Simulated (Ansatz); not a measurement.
Born–Oppenheimer molecular dynamics of ClGeH$_{3}$S (6 atoms, charge 0, multiplicity 1). It starts from a relaxed structure.

All numbers below come from RKS revPBE-D4/def2-SVP in Ansatz 0.2.0.

```yaml
ensemble: NVE (velocity Verlet)
time_step: 1 fs
steps_asked: 150
starting_velocities_drawn_for: 400 K
seed: 815466
```

First frame:

```xyz
6
Properties=species:S:1:pos:R:3
S -1.179 -1.356 -0.086
Ge 0.442 0.143 0.277
Cl -0.372 2.177 0.338
H -1.358 -0.976 -1.383
H 1.488 0.131 -0.865
H 1.021 -0.183 1.673
```

(1) How far do the bonds stretch over the last three quarters of this one trajectory? (Pairs bonded in most of those frames.)

## Answers

(1) 
```json
{"bond": "S1–Ge2", "mean (Å)": "2.251", "spread (Å)": "0.034", "shortest": "2.19", "longest": "2.29"}
{"bond": "S1–H4", "mean (Å)": "1.364", "spread (Å)": "0.003", "shortest": "1.36", "longest": "1.37"}
{"bond": "Ge2–Cl3", "mean (Å)": "2.187", "spread (Å)": "0.038", "shortest": "2.14", "longest": "2.25"}
{"bond": "Ge2–H5", "mean (Å)": "1.554", "spread (Å)": "0.040", "shortest": "1.49", "longest": "1.62"}
{"bond": "Ge2–H6", "mean (Å)": "1.550", "spread (Å)": "0.026", "shortest": "1.51", "longest": "1.59"}
```

Mean temperature of the second half: 203 K. The conserved energy stayed within 0.3 meV per atom of its start (net change 0.096 meV per atom), so the integration is sound. Over the second half the temperature averaged 0.51 of the 400 K drawn at the start: a run that starts near a minimum puts about half its kinetic energy into the potential. A run of 0.15 ps of so small a system gives no equilibrium averages.

Run time: 4.2 min on 1 thread of Arm Neoverse V2 (shared host), peak memory 0.12 GiB.
